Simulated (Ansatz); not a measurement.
Cost and result up the ladder for Cu2I3 (5 atoms). Charge 0, multiplicity 2. Geometry: B3LYP-D4/def2-SVP.

```xyz
5

Cu   -0.8413    0.2229   -1.0121
Cu    1.0946    0.6173    0.4538
I    -1.8416   -1.8029   -0.0432
I     0.9321   -1.2386    2.0576
I     0.6562    2.2013   -1.4561
```

Ansatz on 4 threads of Intel Xeon 6975P-C on a shared host. Times are rough, and most runs start from the orbitals of an earlier one. PBE0-D4/def2-TZVP serves as the yardstick here, not as an exact answer. Differences are given only for rows in sets of like size (and for xTB, whose basis is part of the method), since another set adds its own error. Binding counts from free atoms at the same level (Cu doublet, I doublet; other spins of the atoms weren't run), without zero-point energy or a counterpoise term.

In the def2 sets I takes a core potential; there is no spin–orbit coupling. HSE06 is defined as in plane-wave codes, on full-range PBE exchange. Correlated methods freeze 30 core orbitals; core or outer-core shells of I are correlated, in sets that lack core-valence functions. No other spin state of charge 0 was run. The structure comes from a short search, and lower isomers may exist.

Run but left out: HF/STO-3G (⟨S²⟩ 3.64, where a pure state has 0.75).

Correlated methods converge slowly with the basis.

| level | functions | wall time |
| --- | --- | --- |
| LDA (SPW92)/def2-TZVP | 240 | 2 s |
| PBE-D4/def2-SVP | 140 | 2.5 s |
| PBE-D4/def2-TZVP (with forces) | 240 | 4.1 s |
| PBE0-D4/def2-SVP | 140 | 4.1 s |
| r2SCAN-D4/def2-TZVP | 240 | 9 s |
| PBE0-D4/def2-TZVP | 240 | 10 s |
| HSE06-D4/def2-TZVP | 240 | 10 s |
| B2PLYP/def2-TZVP | 240 | 13 s |
| MP2/def2-TZVP | 240 | 13 s |
| RPA@PBE/def2-TZVP | 240 | 15 s |

Question: Estimate what each level gives for the binding energy per atom (eV).

Answer: 
```csv
level,binding energy per atom (eV),difference from PBE0-D4/def2-TZVP (eV)
LDA (SPW92)/def2-TZVP,2.46,0.49
PBE-D4/def2-SVP,2.30,–
PBE-D4/def2-TZVP (with forces),2.10,0.13
PBE0-D4/def2-SVP,2.12,–
r2SCAN-D4/def2-TZVP,2.10,0.13
PBE0-D4/def2-TZVP,1.97,0.00
HSE06-D4/def2-TZVP,1.97,0.00
B2PLYP/def2-TZVP,1.84,-0.13
MP2/def2-TZVP,1.94,-0.03
RPA@PBE/def2-TZVP,1.62,-0.35
```
